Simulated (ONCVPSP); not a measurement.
# Transferability test, ONCV potential for C (Z = 6)

- Element: carbon (C)
- Generator: ONCVPSP 4.0.1
- Type: optimised norm-conserving Vanderbilt (ONCV)
- Functional: PW91
- Relativity: scalar-relativistic
- Frozen core: [He]
- Valence charge: 4
- Reference configuration: 2s2 2p2
- Partial waves: 2s: rc 1.30 bohr, ncon 5, nbas 9, qcut 4.1 1/bohr, 2 projectors, debl 1.3 Ha; 2p: rc 1.70 bohr, ncon 3, nbas 7, qcut 7.7 1/bohr, 2 projectors, debl 2.1 Ha
- Local potential: polynomial inside 1.20 bohr (lpopt 5, dvloc0 3 Ha)
- Core correction: Teter function, fcfact 5.5, rcfact 1.65

Energies are relative to the spin-unpolarised reference configuration 2s2 2p2; without spin polarisation the order of configurations can differ from experiment.

```
valence configuration  charge  ΔE all-electron (eV)  error AE − PS (meV)
              2s2 2p1      +1                10.928                  +16
              2s2 2p0      +2                35.160                 +147
            2s2 2p1.5    +0.5                 3.994                 +2.3
```

**Question.** What are ΔE and the potential's error for 2s1 2p0?

**Answer.** ΔE = 83.417 eV all-electron; the error (AE − PS) is +243 meV.
